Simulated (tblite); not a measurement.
Run record: tight-binding relaxation, `C1CC(B2CCOC2)C1`.

Computed with GFN2-xTB geometry optimisation, gas phase (tblite 0.8.0). Start geometry: from a force field or distance geometry. The command runs a driver script over a list of jobs; the input below is this job's line of settings and its coordinates in Å.

Command:
```bash
OMP_NUM_THREADS=1 python probes_run.py task.json out
```

Input:
```
{"job": {"kind": "relax", "xc": "GFN2-xTB", "basis": "xTB"}, "charge": 0, "multiplicity": 1}
C     -2.785400    -0.120600    -0.046500
C     -1.733900     0.163200    -1.108100
C     -0.741900     0.569300     0.003200
B      0.548800    -0.355300     0.098600
C      1.562000    -0.421200    -1.065000
C      2.872200    -0.090000    -0.386400
O      2.804200    -0.426100     0.980600
C      1.467200    -0.286300     1.392200
C     -1.813200     0.277900     1.054500
H     -3.664000     0.574900    -0.116600
H     -3.079100    -1.194000     0.002200
H     -2.006500     1.005000    -1.760000
H     -1.447300    -0.760400    -1.644900
H     -0.491400     1.653600    -0.053600
H      1.578100    -1.438100    -1.492100
H      1.322600     0.324300    -1.851800
H      3.709100    -0.647500    -0.857900
H      3.093800     0.992800    -0.477000
H      1.321400     0.680700     1.919800
H      1.202200    -1.121800     2.078600
H     -2.145200     1.205400     1.595600
H     -1.584000    -0.566400     1.733800
```

Output:
```
step      E/eV     max force
  0    -730.74790    2.481
  1    -730.97455    1.719
  2    -731.10406    0.936
  3    -731.18250    0.503
  4    -731.21493    0.414
  5    -731.23965    0.340
  6    -731.26364    0.322
  7    -731.27978    0.255
  8    -731.28989    0.231
  9    -731.29904    0.203
... (57 lines left out)
 67    -731.42234    0.014
 68    -731.42238    0.017
 69    -731.42243    0.024
 70    -731.42252    0.026
 71    -731.42262    0.029
 72    -731.42273    0.029
 73    -731.42284    0.025
 74    -731.42294    0.023
 75    -731.42301    0.016
 76    -731.42305    0.010
```

«max force» is the largest atomic force in eV/Å.

Question: From which step on does the largest force stay under 0.1 eV/Å, and how much energy is left to gain from there?

Answer: From step 46 (0.067 eV/Å), 9.7 meV above the end.

Main results: energy lowered by 15.6 kcal/mol over 76 steps; largest atomic force 0.010 eV/Å at the end.

Question: Where do the atoms end?

Answer: 0.290 Å rms from the input after alignment:
```
atom  x, y, z in Å
C1    -2.8715   -0.1673   -0.0402
C2    -1.7839    0.0719   -1.0964
C3    -0.8504    0.6371    0.0039
B4     0.6335    0.1484    0.0824
C5     1.6232   -0.1655   -1.1077
C6     2.9798   -0.2761   -0.3888
O7     2.7329   -0.6887    0.9397
C8     1.4940   -0.1261    1.3824
C9    -1.8765    0.1885    1.0730
H10   -3.7021    0.5325   -0.1138
H11   -3.2699   -1.1792   -0.0025
H12   -2.0470    0.7646   -1.8930
H13   -1.4100   -0.8466   -1.5440
H14   -0.8388    1.7307   -0.0567
H15    1.3642   -1.1302   -1.5527
H16    1.6581    0.5528   -1.9249
H17    3.6592   -1.0072   -0.8319
H18    3.4765    0.7082   -0.3841
H19    1.6957    0.8093    1.9317
H20    1.0725   -0.8234    2.1106
H21   -2.2042    0.9607    1.7660
H22   -1.5457   -0.6749    1.6462
```

Time: 0.91 s wall. Hardware: one thread, Arm Neoverse N1 (aarch64), no GPU, shared host with 64 logical CPUs at a one-minute load of 54.
Labels such as C1 count atoms from 1, the log's own numbers from 0.
